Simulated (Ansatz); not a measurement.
# What each rung costs, and what it gives

The pair of Ag⁺ (SMILES [Ag+], atom 1) and SbH3 (SMILES [SbH3], atoms 2–5), both closed shells, in one local arrangement (a lower one may exist), relaxed at PBE0-D4/def2-TZVP:

Ag1  (-0.206, 0.624, -2.470)
Sb2  (0.007, -0.020, 0.080)
H3  (0.989, 0.965, 1.014)
H4  (0.628, -1.541, 0.411)
H5  (-1.417, -0.028, 0.964)
(Å)

Interaction energies are counterpoise-corrected; the time is that of the whole pair.

Computed with Ansatz 0.2.0 (basis: as named in each row); correlated methods freeze the cores. Filled d shells of the heavier atoms are correlated. Core potentials replace the inner electrons of the atoms past krypton. The def2 sets are not built for correlating such inner shells, so the correlated values are less sure here. B3LYP uses VWN-RPA correlation. Extrapolation: Hartree–Fock as exp(−7.88 √X), correlation as X^−2.97.

Times are rough, for one single point on 4 threads of a shared host (AMD EPYC 9B14).

The estimate by CCSD(T) at an estimated basis limit (MP2 extrapolated from triple and quadruple zeta, plus CCSD(T) − MP2 in triple zeta) is -198.2 kJ/mol.

```tsv
method	basis	time (s)	interaction energy (kJ/mol)	method less estimate
SPW92	def2-SVP	under 1	-279.6	-81.4
PBE-D4	def2-SVP	under 1	-231.4	-33.2
PBE-D4	def2-TZVPPD	under 1	-233.2	-35.0
revPBE-D4	def2-TZVPPD	under 1	-213.6	-15.4
PBE0-D4	def2-TZVPPD	1	-209.3	-11.1
B3LYP-D4	def2-TZVPPD	1	-207.7	-9.5
PBE0-D4	def2-SVP	1	-207.6	-9.4
BLYP-D4	def2-TZVPPD	1	-223.3	-25.1
r2SCAN-D4	def2-TZVPPD	1	-224.4	-26.2
HSE06-D4	def2-TZVPPD	1	-209.3	-11.1
CCSD(T)	def2-SVP	2	-163.9	34.3
wB97M-V	def2-SVP	2	-189.4	8.8
B2PLYP	def2-TZVPPD	2	-193.6	4.6
wB97M-V	def2-TZVPPD	3	-189.9	8.3
B97M-V	def2-TZVPPD	3	-211.0	-12.8
MP2	def2-QZVPPD	4	-204.4	-6.2
wB97X-V	def2-TZVPPD	4	-193.3	4.9
CCSD(T)	def2-TZVPPD	31	-175.4	22.8
```

T1 diagnostic: at most 0.014.
